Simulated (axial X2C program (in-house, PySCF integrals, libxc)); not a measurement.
**Worked dissociation energy of HfSi⁺: CCSD, without spin–orbit coupling**

Calculated with an axial X2C code built on PySCF integrals. Spin-free means the one-electron spin-free X2C Hamiltonian. Basis: Hf dyall-cv3z [13s14p9d7f4g], Si dyall-v3z [8s7p2d1f] (cores contracted in-house); Gaussian nuclei, density fitting, unrestricted open shells. Masses: Hf 179.947 u, Si 27.977 u.

Molecular state: M_S = 3/2, Λ = 0 (beyond evenly filled blocks: σα, π+α, π-α).

Correlated methods: 7 electrons correlated (number of frozen shells: Hf 5 s, 4 p, 2 d, 1 f; Si 2 s, 1 p), 289 virtual spin orbitals or spinors in MP2, 90 natural virtuals in coupled cluster.

| Quantity | Value |
| --- | --- |
| E(Hf+) (2M_S = 1, M_L = 0) | -15073.414690 hartree |
| E(Si) (2M_S = 2, M_L = 0) | -289.538076 hartree |
| E(HfSi⁺) at Re | -15363.037263 hartree |
| ωe | 353.7 cm⁻¹ |
| ωexe | 1.04 cm⁻¹ |

Question: Work out De and D0.

Answer: De = -15073.414690 + (-289.538076) − (-15363.037263) = 0.08450 hartree = 2.299 eV. The zero-point energy is ωe/2 − ωexe/4 = 177 cm⁻¹ = 0.022 eV, so D0 = 2.277 eV.

The state is one determinant whose occupation by symmetry is held fixed; it was picked as the lowest of a PBE0 search that is not exhaustive. Dissociation energies refer to the lowest single-determinant-based atoms at the same level and basis. CCSD ran in a truncated set of natural virtual spinors with an MP2 remainder; without triples it tends to underbind. Other states lie close and PBE0, whose exact exchange favours high spin, may order them wrongly; the determinant shown need not be the ground state. The nearest other spin-free determinant of the search, M_S = 1/2, Λ = 0, lies 0.17 eV up at the distance of the search. The outer-core s and p shells of the metal are frozen in the correlated rows, which leaves out core–valence correlation; for alkali and alkaline-earth bonds that tends to lengthen them. The determinant is spin-polarised beyond a pure state at some levels (its spin-free form has ⟨S²⟩ too high), which makes Re and μ there less reliable. The T1 diagnostic is large, a sign of multireference character. With the outer-core shells frozen, correlated bond lengths of heavy atoms tend to come out a few hundredths of an ångström too long.

Each atomic determinant is the lowest at this level and need not be a pure term. Totals compare only within one Hamiltonian and basis.
